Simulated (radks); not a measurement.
Problem. The mean radii <r> (bohr) of the occupied orbitals of an atom or ion are listed with their occupations. All-electron calculation, scalar-relativistic Kohn-Sham, BLYP, spin-polarised, spherical densities, finite nucleus; Fermi nuclear charge, rms radius of each element as measured or else 0.836 A^(1/3) + 0.57 fm. Program: a radial shooting solver on a logarithmic mesh with Libxc functionals.

| orbital | occ. | <r> |
|---|---|---|
| 1s up | 1 | 0.02074 |
| 1s down | 1 | 0.02074 |
| 2s up | 1 | 0.08810 |
| 2s down | 1 | 0.08810 |
| 2p up | 3 | 0.07806 |
| 2p down | 3 | 0.07806 |
| 3s up | 1 | 0.2299 |
| 3s down | 1 | 0.2297 |
| 3p up | 3 | 0.2289 |
| 3p down | 3 | 0.2286 |
| 3d up | 5 | 0.2079 |
| 3d down | 5 | 0.2076 |
| 4s up | 1 | 0.5119 |
| 4s down | 1 | 0.5122 |
| 4p up | 3 | 0.5390 |
| 4p down | 3 | 0.5394 |
| 4d up | 5 | 0.5714 |
| 4d down | 5 | 0.5722 |
| 5s up | 1 | 1.052 |
| 4f up | 6 | 0.6181 |

Name the element and its charge. Open shells, if any, are filled with parallel spins first.

Solution. Z = 67, holmium, charge +14: Ho14+ in [Kr] 4d10 4f6 5s1. The 1s radius gives Z: for a bare nucleus <r> = (2 gamma + 1)/(2Z) with gamma = sqrt(1 - (Z/c)^2), 0.02048 bohr for Z = 67, and screening makes it slightly larger (0.02074 here). The occupations add up to 53, and the charge is Z minus that.
